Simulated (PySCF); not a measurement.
Ligand exchange on a metal centre used in film growth or etching (Ti F-H). All species are isolated molecules in the gas phase.

The charge on the central atom (Mulliken) from two functionals at the same geometries (BP86-D3(BJ)/def2-SVP), both in PySCF: PBE-D3(BJ)/def2-TZVP and TPSSh-D3(BJ)/def2-TZVP. 

```
species                                PBE-D3(BJ)/def2-TZVP (e)
-------------------------------------  ------------------------
0 of 4 F replaced by H ([Ti(F)4])                          1.48
1 of 4 F replaced by H                                     1.22
2 of 4 F replaced by H ([Ti(F)2(H)2])                      0.99
3 of 4 F replaced by H ([Ti(F)(H)3])                       0.76
4 of 4 F replaced by H ([Ti(H)4])                          0.55
```

What does TPSSh-D3(BJ)/def2-TZVP give for each?


- 0 of 4 F replaced by H ([Ti(F)4]): 1.66
- 1 of 4 F replaced by H: 1.36
- 2 of 4 F replaced by H ([Ti(F)2(H)2]): 1.10
- 3 of 4 F replaced by H ([Ti(F)(H)3]): 0.85
- 4 of 4 F replaced by H ([Ti(H)4]): 0.63
Over these rows, drawn at random from the members with no instability flagged (it was tested for open shells, ions and some series alone), PBE minus TPSSh-D3(BJ): mean -0.12 e, from -0.18 e to -0.08 e.
